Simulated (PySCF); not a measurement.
SnCl₃, SMILES [Cl][Sn]([Cl])[Cl], multiplicity 2. Geometry: PBE-D3(BJ)/def2-SVP. The multiplicity is an assumed one; other spin states were not compared. The isomer is the one that the SMILES or the coordinates give; other isomers of the formula were not compared. The def2 effective core potentials stand for the cores of Sn; spin–orbit coupling is left out.

Task: Give the equilibrium geometry at PBE-D3(BJ)/def2-SVP (PySCF confirms it by a frequency run) as bond lengths and angles, and its point group. (The exact figures need the calculation; the answer reports its results.)

Result: point group C3v.
Atoms: Sn1 Cl2 Cl3 Cl4. Bonded distances (Å): Sn1–Cl2 2.394, Sn1–Cl3 2.394, Sn1–Cl4 2.394. Bond angles (°): Cl2–Sn1–Cl3 107.9, Cl2–Sn1–Cl4 107.9, Cl3–Sn1–Cl4 107.9.
Charge 0, spin multiplicity 2.
